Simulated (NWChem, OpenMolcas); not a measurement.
BHOF2 (difluorohydroxyborane): a line through the functionals

BHOF2: 5 atoms, total charge 0, spin state singlet. As SMILES, `OB(F)F`. The shape is that of a PBE0-D4/def2-TZVP optimisation.

The dipole moment y, in D, basis def2-SVPD; a is the functional's share of exact exchange. Programs: NWChem 7.3.0, OpenMolcas 26.06.

```
functional     program     a  y (D)
      BLYP  OpenMolcas     0   1.95
    r2SCAN      NWChem     0   1.98
     B3LYP  OpenMolcas   0.2   2.00
      PBE0  OpenMolcas  0.25      ?
     BHLYP  OpenMolcas   0.5   2.05
```

Question: Fit y = c + s·a to the known rows and predict PBE0.

Answer: 
1. Means of the 4 rows: a = 0.1750, y = 1.995.
2. Σ(Δa)² = 0.1675, Σ(Δa·Δy) = 0.0285, so the slope is 0.0285/0.1675 = 0.17015.
3. Intercept: 1.995 − (0.17015) × 0.1750 = 1.965. The largest residual of the fit is 0.015.
4. PBE0: 1.965 + (0.17015) × 0.25 = 2.01 D.

The run gave 2.00 D, so the prediction is off by +0.01 D, within the largest residual. More exact exchange makes the molecule more polar here. The rows mix families of semi-local functionals, which the line can't see.
